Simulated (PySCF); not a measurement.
Correlation energy of Nd²⁺ (neodymium, charge +2)

[Xe] 4f3 6s1, one real determinant (an excited configuration). All numbers are calculated (PySCF 2.14, scalar relativity by spin-free X2C-1e, in cc-pVDZ-X2C (8s7p5d3f1g, 84 functions)). Frozen: [Kr] 4d10; 12 electrons correlated.

| level | correlation energy (mhartree) |
| --- | --- |
| CCSD | -284.29 |
| (T) | -11.39 |
| CCSD(T) | -295.68 |

Diagnostics: T1 = 0.0080, D1 = 0.0265, largest double amplitude 0.201.

The real determinant used has ⟨L²⟩ near 34 against 42 for a pure I term, so it mixes terms. Spin-orbit coupling, absent here, splits the open shell strongly. A double-excitation amplitude exceeds 0.15, a sign of near-degeneracy.

Cost of the coupled-cluster step: of the order of 30 core-seconds, for 12 correlated electrons.

The reference is one real determinant that mixes LS terms of this configuration.
